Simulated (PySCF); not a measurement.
(1E)-1-fluorobuta-1,3-diene (C₄H₅F), SMILES C=C/C=C/F. Atoms are numbered in the order given.

```xyz
10

C      0.2295     2.4635     0.0000
C     -0.3964     1.2717     0.0000
C      0.2789    -0.0096     0.0000
C     -0.3845    -1.1763     0.0000
F      0.2489    -2.3506     0.0000
H      1.3225     2.5309     0.0000
H     -0.3320     3.4010     0.0000
H     -1.4945     1.2462     0.0000
H      1.3749    -0.0355     0.0000
H     -1.4755    -1.2833     0.0000
```

Geometry: r2SCAN-D4/def2-SVP. Other conformers were not sampled.

The numbers are results of PySCF with TDA-PBE/def2-SVPD, not measurements.

Vertical excitations. Isolated molecule, no solvent. State labels are in the subgroup Cs.

Computed UV-visible absorptions:
| state | symmetry | energy (eV) | λ (nm) | f | main pairs |
|---|---|---|---|---|---|
| S1 | A" | 6.12 | 203 | 0.000 | HOMO→LUMO+2 100 % |
| S2 | A' | 6.12 | 202 | 0.612 | HOMO→LUMO 54 %, HOMO→LUMO+1 24 %, HOMO−1→LUMO 15 % |
| S3 | A' | 6.19 | 200 | 0.353 | HOMO→LUMO+1 39 %, HOMO→LUMO 33 %, HOMO−1→LUMO 22 % |
| S4 | A" | 6.30 | 197 | 0.008 | HOMO→LUMO+3 100 % |
| S5 | A" | 6.59 | 188 | 0.011 | HOMO→LUMO+4 99 % |
| S6 | A" | 7.02 | 177 | 0.000 | HOMO−2→LUMO 98 % |
| S7 | A" | 7.14 | 174 | 0.001 | HOMO−3→LUMO 94 % |
| S8 | A" | 7.15 | 173 | 0.005 | HOMO→LUMO+5 93 % |
| S9 | A" | 7.77 | 160 | 0.001 | HOMO→LUMO+6 98 % |
| S10 | A' | 8.18 | 152 | 0.002 | HOMO−1→LUMO 51 %, HOMO→LUMO+1 29 % |
| T1 | A' | 3.11 | 399 | 0 | HOMO→LUMO 99 % |
| T2 | A' | 5.16 | 240 | 0 | HOMO→LUMO+1 58 %, HOMO−1→LUMO 41 % |
| T3 | A' | 6.02 | 206 | 0 | HOMO−1→LUMO 58 %, HOMO→LUMO+1 42 % |
| T4 | A" | 6.04 | 205 | 0 | HOMO→LUMO+2 100 % |
Triplets are in the Tamm–Dancoff approximation.
